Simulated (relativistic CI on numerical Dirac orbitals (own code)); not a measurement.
## Cr⁺ in a cubic cluster: 3s photoemission with charge transfer

Computed with a charge-transfer multiplet model of a cubic metal-ligand cluster with up to 2 ligand holes, Slater and spin-orbit integrals from Dirac-Coulomb-Breit ions, Slater integrals scaled by 0.8. The ground state mixes d5 with configurations of k ligand holes L, whose averages lie at kΔ + k(k − 1)U_dd/2; a core hole lowers each added d electron by U_cd. 300 K, Lorentzian 1.4 eV and Gaussian 0.8 eV FWHM.

Atomic integrals in eV (Slater integrals scaled, ζ unscaled), ground: F2dd 6.636, F4dd 4.082, zeta_d 0.022; with the core hole: F2dd 7.841, F4dd 4.877, zeta_d 0.029, G2cd 8.263.

Cluster parameters (eV): Δ = 6.8, U_cd = 5.5, 10Dq = 0.55, 10Dq(ligand) = 1.5, V(eg) = 2.7, V(t2g) = -1.27, final-state hopping factor = 1.

```
         Case   n_d    d5   d6L  d7L2     S
U_dd = 4.7 eV  5.21  0.80  0.19  0.01  2.50
U_dd = 5.4 eV  5.21  0.80  0.19  0.01  2.50
U_dd = 6.1 eV  5.20  0.80  0.19  0.01  2.50
```

Weights, n_d and S are thermal averages at 300 K. Binding energies count from the first peak over 30 % of the highest in each spectrum, which can be another peak from case to case. The parameters are a model scan and need not match a compound or its usual spin state. Peaks in eV (height, largest 100):
- U_dd = 4.7 eV: 0.0 (100), 9.4 (56), 16.1 (9)
- U_dd = 5.4 eV: 0.0 (100), 9.4 (56), 16.4 (9)
- U_dd = 6.1 eV: 0.0 (100), 9.4 (57), 16.5 (9)

Curve for U_dd = 6.1 eV (points under 2 left out, the grid thinned):

```csv
E (eV),Intensity
-3.4,5.3
-2.9,7.2
-2.4,10.3
-1.9,15.9
-1.4,27.4
-0.9,51.4
-0.4,86.9
0.1,98.4
0.6,68.7
1.1,37.4
1.6,21.0
2.2,12.4
2.7,9.1
3.2,7.3
3.7,6.3
4.2,5.8
4.7,6.0
5.2,7.2
5.7,9.8
6.2,12.7
6.7,14.4
7.2,17.2
7.7,22.6
8.2,29.4
8.7,40.9
9.2,55.1
9.7,51.6
10.2,32.5
10.7,18.0
11.2,10.9
11.7,7.5
12.2,5.4
12.7,4.1
13.2,3.4
13.8,2.9
14.3,2.8
14.8,3.2
15.3,4.3
15.8,6.6
16.3,9.1
16.8,8.5
17.3,6.0
17.8,4.1
18.3,3.0
18.8,2.1
```

For the case U_dd = 4.7 eV, Δ = 6.8 eV is larger than U_dd = 4.7 eV, the Mott-Hubbard side of the Zaanen-Sawatzky-Allen scheme. With the core hole the average of the configuration with one ligand hole lies at Δ − U_cd = 1.3 eV before mixing: the effective hopping of about 4.3 eV (from the holes of the mixed ground state) is comparable with this gap or larger, so the configurations mix strongly.

Without intra-shell correlation the exchange splitting of the 3s hole comes out too large.
